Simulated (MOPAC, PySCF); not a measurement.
CH$_{4}$OSi$_{2}$, SMILES `C1O[SiH2][SiH]=1`, neutral singlet in the gas phase. 

Cartesian coordinates (Å):
SMILES: C1=[SiH][SiH2]O1
```xyz
8

C      0.8428    -0.8636    -0.1584
Si     1.1101     0.6832     0.7537
Si    -1.1239     0.3500     0.1638
O     -0.4557    -1.2335    -0.0974
H      1.4856    -1.6103    -0.6234
H      2.0270     1.5838     0.0002
H     -2.2652     0.2591     1.1034
H     -1.6208     0.8312    -1.1418
```
Charge 0, spin multiplicity 1.

All levels are single points at this geometry (B3LYP-D3(BJ)/def2-TZVP); Pople sets use spherical d functions. Orbital energies aren't observables, and empty levels follow the basis.

HF/STO-3G in PySCF gives dipole (D) = 0.80.

Estimate the dipole (D) from each of these levels: TPSSh-D3(BJ)/def2-TZVP in PySCF; B3LYP/6-311+G** in PySCF; BP86/6-31G* in PySCF; HF/6-31G* in PySCF; PM7 in MOPAC.


| level | dipole (D) |
|---|---|
| TPSSh-D3(BJ)/def2-TZVP in PySCF | 0.66 |
| B3LYP/6-311+G** in PySCF | 0.89 |
| BP86/6-31G* in PySCF | 0.92 |
| HF/6-31G* in PySCF | 1.18 |
| PM7 in MOPAC | 1.34 |
